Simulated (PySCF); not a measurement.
Computed structure and properties of [Lu(CH3)2]+

System: [Lu(CH3)2]+ (singlet in the valence; each metal's 4f electrons, 14 of them, lie in its core potential, out of spins and levels); start: displaced along the imaginary mode (C2). Method: PySCF 2.14.0, RKS PBE0, Lu lcecp-1-SVP with ECP60, C def2-SVP, H def2-SVP; non-relativistic Hamiltonian with scalar-relativistic core potentials where named; density fitting; no spin-orbit coupling.

Input of the relaxation:

```python
mol = gto.M(atom='''
Lu     0.00000     0.00000    -0.21600
C      1.70757    -0.01705     1.20094
H      2.70313     0.21299     0.72040
H      1.51788     0.74298     2.01847
H      1.78902    -1.02657     1.70853
C     -1.70757     0.01705     1.20094
H     -2.70313    -0.21299     0.72040
H     -1.51788    -0.74298     2.01847
H     -1.78902     1.02657     1.70853''',
    basis={'Lu': 'lcecp-1-SVP', 'C': 'def2-SVP', 'H': 'def2-SVP'},
    ecp={'Lu': 'lcecp-1-SVP'},
    charge=1, spin=0)
mf = dft.RKS(mol, xc='PBE0')
mf.grids.atom_grid = (50, 194)  # f atoms: unpruned, at least (60, 302)
mf = mf.density_fit()  # fitting sets: Lu AutoAux, C def2-universal-JKFIT, H def2-universal-JKFIT
mf.conv_tol = 1e-08; mf.max_cycle = 55
mf.kernel(dm0)  # dm0: converged density of the start geometry
# quasi-Newton relaxation in Cartesian coordinates to a largest gradient under 0.00045 Eh/bohr, steps kept in the point group
```

Run from Python with OMP_NUM_THREADS=2; the lines above give its settings. Where DIIS fails, smearing, a level shift and second-order steps follow.
It took 16 s on 2 threads of Arm Neoverse V1, on a shared host, from the converged density of the start.

Course of the relaxation:

| step | energy above end (eV) | largest force component within the symmetry (eV/Å) |
| --- | --- | --- |
| 0 | 0.0617 | 0.730 |
| 1 | 0.0004 | 0.074 |
| 2 | 0.0001 | 0.052 |
| 3 | 0.0000 | 0.023 |
| 4 | 0.0000 | 0.003 |

Relaxed geometry (C2):

```xyz
9

Lu    0.0000    0.0000   -0.2132
C     1.7084   -0.0170    1.2017
H     2.6874    0.2079    0.7397
H     1.5321    0.7232    2.0048
H     1.7946   -1.0014    1.7007
C    -1.7084    0.0170    1.2017
H    -2.6874   -0.2079    0.7397
H    -1.5321   -0.7232    2.0048
H    -1.7946    1.0014    1.7007
```

```json
{"contact": "Lu1–C2 (CH3)", "Å": "2.218"}
{"contact": "Lu1–C6 (CH3)", "Å": "2.218"}
```

On the finer grid (75, 302):

The HOMO is -11.80 eV, the LUMO is -7.31 eV and the dipole about the centre of mass is 3.32 D. The set of Mulliken populations of Lu1 outside the core potential is s 2.61, p 6.16, d 1.02, f 0.02 and the D3(BJ) dispersion energy (not in the energies) is -0.127 eV.

| atom | Mulliken (e) | Löwdin (e) | spin (e) |
| --- | --- | --- | --- |
| Lu1 | 1.19 | 1.09 | 0.00 |
| C2 | -0.51 | -0.31 | 0.00 |
| H3 | 0.13 | 0.08 | 0.00 |
| H4 | 0.14 | 0.09 | 0.00 |
| H5 | 0.14 | 0.09 | 0.00 |
| C6 | -0.51 | -0.31 | 0.00 |
| H7 | 0.13 | 0.08 | 0.00 |
| H8 | 0.14 | 0.09 | 0.00 |
| H9 | 0.14 | 0.09 | 0.00 |

The 4f levels lie in the core potential and are missing.

On the grid (50, 194), as all that follows. Harmonic modes: a minimum within the noise of the softest modes; lowest 53 cm⁻¹ (negative: unstable), highest 3126 cm⁻¹, zero-point energy 1.818 eV.

Taking off one CH3 (charge -1, singlet; the rest: singlet) in vacuum, both parts rigid, costs 16.24 eV; the small basis without counterpoise inflates it. Most of it is the attraction of opposite charges; other ways to part are cheaper, and one spin state was tried for the rest.

Rigid scan of CH3 along the line from its metal:

(distance to C2 (Å), energy (eV)): (1.92, 0.825), (2.02, 0.318), (2.12, 0.069), (2.22, 0.000), (2.32, 0.053), (2.42, 0.188), (2.62, 0.595), (2.92, 1.316), (3.32, 2.211), (3.82, 3.079)

One start shape was tried, so this needn't be the lowest isomer.

An lcecp potential fixes the number of 4f electrons, so in runs with it no electron can move into or out of that shell.
